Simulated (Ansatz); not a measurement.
A geometry relaxed with PBE0-D4/def2-TZVP run with Ansatz (a program for electronic structure), charge 0, multiplicity 1:

```xyz
7

H     -2.3095     0.0049    -0.9439
H      1.9517    -0.6743     0.9659
Si    -1.4910    -0.0688     0.3048
H      0.8441     1.6754    -1.1445
Si     0.5421     0.4415    -0.3754
O      1.9426     0.1059     0.4064
H     -1.4801    -1.4845     0.7868
```

Write the SMILES of this molecule.

`O[SiH]=[SiH2]`
